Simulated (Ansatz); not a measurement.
Start from `O[SiH2]C[AsH2]` and change one element to get `NC[SiH2]O`.

Ansatz, PBE0-D4/def2-TZVP geometries, multiplicity 1. Each molecule was computed in one conformer, which needn't be the lowest.

Scalar relativity is left out up to krypton.

| property | `O[SiH2]C[AsH2]` |
| --- | --- |
| LUMO energy (PBE/def2-TZVPP) / eV | -0.70 |
| HOMO–LUMO gap (ωB97M-V/def2-TZVPP) / eV | 11.09 |
| LUMO energy (ωB97M-V/def2-TZVPP) / eV | 1.74 |
| HOMO–LUMO gap (B3LYP/def2-TZVPP) / eV | 6.90 |
| HOMO energy (ωB97M-V/def2-TZVPP) / eV | -9.34 |
| HOMO energy (B3LYP/def2-TZVPP) / eV | -7.02 |

Question: Give the same properties after the change, and the shifts. (Best estimate.)

Answer: Computed: 
```
                               property  `NC[SiH2]O`  shift
      LUMO energy (PBE/def2-TZVPP) / eV        -0.40   0.30
HOMO–LUMO gap (ωB97M-V/def2-TZVPP) / eV        11.63   0.54
  LUMO energy (ωB97M-V/def2-TZVPP) / eV         1.99   0.25
  HOMO–LUMO gap (B3LYP/def2-TZVPP) / eV         7.20   0.30
  HOMO energy (ωB97M-V/def2-TZVPP) / eV        -9.63  -0.29
    HOMO energy (B3LYP/def2-TZVPP) / eV        -7.04  -0.02
```

With PBE0 the HOMO falls by 0.05 eV and the LUMO rises by 0.34 eV, so the gap widens by about 0.39 eV. PBE moves the HOMO by 0.30 eV and ωB97M-V by -0.29 eV.

B3LYP here is the variant with VWN-RPA as its local correlation; programs differ in this.
